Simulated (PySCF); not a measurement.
H9O2PSi3.
Structure used (GFN2-xTB), in Å, numbered top down from 1:
```
atom  x, y, z in Å
Si1   -2.4945    0.0657    0.7290
O2    -1.9164   -0.1598   -0.7694
Si3   -0.7317   -0.3921   -1.8386
O4     0.6772   -0.6409   -1.0777
Si5    1.5952   -0.4885    0.2453
P6     2.4172    1.5943    0.2842
H7    -3.8932    0.4144    0.4953
H8    -2.3463   -1.1910    1.4650
H9    -1.7437    1.1429    1.3739
H10   -1.0116   -1.6387   -2.5315
H11   -0.6112    0.8272   -2.6221
H12    2.5755   -1.5621    0.0702
H13    0.7899   -0.6858    1.4537
H14    3.2770    1.3540    1.3436
H15    3.4121    1.3683   -0.6541
```

PySCF, density fitting, gas phase, GFN2-xTB geometry. The standard run uses grid level 2 after a coarse-grid start, the def2-universal JK fitting basis (with tight functions added where the orbital basis needs them), an energy threshold of 1e-9 Eh and DIIS. The changed runs have no coarse-grid stage.

**Question.** Standard LC-wPBE/pcSseg-1: E = -1365.324659 Eh, HOMO -10.127 eV, LUMO 2.131 eV, dipole 1.075 D, 12 cycles (coarse-grid cycles included). What changes at LC-wPBE/pcSseg-1 with: start guess sap?

**Answer.** E = -1365.324659 Eh (0.000 mEh), HOMO -10.127 eV (0.000), LUMO 2.131 eV (0.000), dipole 1.075 D (0.000), 11 SCF cycles. The result matches the standard run within 0.02 mEh and 0.003 eV; such settings steer the iterations and don't enter the energy expression.

The cycles:
```
cycle   1  E = -1364.2586314272  dE = -2.085e-01  |g| = 2.326e+00  |ddm| = 4.948e+00
cycle   2  E = -1364.1917533018  dE =  6.688e-02  |g| = 2.778e+00  |ddm| = 3.635e+00
cycle   3  E = -1365.3134116210  dE = -1.122e+00  |g| = 2.129e-01  |ddm| = 1.174e+00
cycle   4  E = -1365.3241723649  dE = -1.076e-02  |g| = 3.803e-02  |ddm| = 2.327e-01
cycle   5  E = -1365.3245965537  dE = -4.242e-04  |g| = 1.327e-02  |ddm| = 6.967e-02
cycle   6  E = -1365.3246500577  dE = -5.350e-05  |g| = 5.864e-03  |ddm| = 2.568e-02
cycle   7  E = -1365.3246576211  dE = -7.563e-06  |g| = 1.760e-03  |ddm| = 6.572e-03
cycle   8  E = -1365.3246591622  dE = -1.541e-06  |g| = 4.103e-04  |ddm| = 3.959e-03
cycle   9  E = -1365.3246590075  dE =  1.548e-07  |g| = 8.834e-05  |ddm| = 1.135e-03
cycle  10  E = -1365.3246590140  dE = -6.511e-09  |g| = 2.804e-05  |ddm| = 3.207e-04
cycle  11  E = -1365.3246590144  dE = -4.584e-10  |g| = 8.291e-06  |ddm| = 7.439e-05
```
